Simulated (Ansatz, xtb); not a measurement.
Noncovalent pair: C2H4 (SMILES C=C) (first 6 atoms) with C2H6O (SMILES COC); geometry from B3LYP-D3(BJ)/def2-TZVP, rigid monomers moved along the line of their centres of mass till H5···O8 is 3.40 Å.
(charge 0, multiplicity 1):
```json
[
 {"atom": "C", "x (Å)": "0.5184", "y (Å)": "-0.5038", "z (Å)": "0.2877"},
 {"atom": "C", "x (Å)": "-0.3977", "y (Å)": "0.4366", "z (Å)": "0.4691"},
 {"atom": "H", "x (Å)": "0.8600", "y (Å)": "-0.7904", "z (Å)": "-0.6998"},
 {"atom": "H", "x (Å)": "0.9667", "y (Å)": "-1.0288", "z (Å)": "1.1230"},
 {"atom": "H", "x (Å)": "-0.7351", "y (Å)": "0.7185", "z (Å)": "1.4592"},
 {"atom": "H", "x (Å)": "-0.8421", "y (Å)": "0.9575", "z (Å)": "-0.3710"},
 {"atom": "C", "x (Å)": "0.6096", "y (Å)": "0.8040", "z (Å)": "5.1157"},
 {"atom": "O", "x (Å)": "-0.7488", "y (Å)": "0.5242", "z (Å)": "4.8558"},
 {"atom": "C", "x (Å)": "-1.0603", "y (Å)": "-0.8432", "z (Å)": "5.0118"},
 {"atom": "H", "x (Å)": "1.2696", "y (Å)": "0.2585", "z (Å)": "4.4294"},
 {"atom": "H", "x (Å)": "0.8811", "y (Å)": "0.5398", "z (Å)": "6.1459"},
 {"atom": "H", "x (Å)": "0.7556", "y (Å)": "1.8731", "z (Å)": "4.9710"},
 {"atom": "H", "x (Å)": "-0.4795", "y (Å)": "-1.4679", "z (Å)": "4.3213"},
 {"atom": "H", "x (Å)": "-2.1195", "y (Å)": "-0.9635", "z (Å)": "4.7908"},
 {"atom": "H", "x (Å)": "-0.8657", "y (Å)": "-1.1819", "z (Å)": "6.0376"}
]
```

Monomers are frozen at their geometry in the pair; levels with a basis set take the counterpoise correction.

Frozen-core correlation.

Codes used: Ansatz (an electronic-structure program) with Gaussian orbitals; xtb for the GFN methods. Each number belongs to the level named beside it.

Question: What is the computed interaction energy (GFN2-xTB)?

Answer: -3 kJ/mol
